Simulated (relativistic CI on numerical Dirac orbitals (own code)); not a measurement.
Crystal-field levels of Mo⁺, 4d5

Calculated by Dirac-Coulomb-Breit CI, KLI orbitals optimised for each configuration, a model potential for QED, valence Slater integrals scaled by 0.9, one configuration in a parametric crystal field (own radial code). With so little scaling, terms lie 10 to 35 % too far apart, which can change the order of excited levels.

Field parameters in Wybourne normalisation: D3d B²₀ = −7Dσ, B⁴₀ = −14Dq − 21Dτ, B⁴₃ = −14√(10/7) Dq. The field is a parameter set, without covalency.

S is read from ⟨S²⟩ = S(S + 1).

Levels (cm⁻¹, degeneracy): 0 (2), 1420 (2), 1744 (2), 7815 (2), 7834 (2), 7927 (2), 9010 (2), 9146 (2), 9243 (2), 9481 (2), 9507 (2), 9602 (2).

(1) Which field gives this pattern?
A. D3d, 10Dq = 20450, Dσ = 1200, Dτ = -350 cm⁻¹
B. D3d, 10Dq = 20450, Dσ = 980, Dτ = -350 cm⁻¹
C. D3d, 10Dq = 20450, Dσ = -110, Dτ = -350 cm⁻¹
D. D3d, 10Dq = 20450, Dσ = -1200, Dτ = -350 cm⁻¹

Results:

(1) B. D3d, 10Dq = 20450, Dσ = 980, Dτ = -350 cm⁻¹, ground level with S = 0.51.
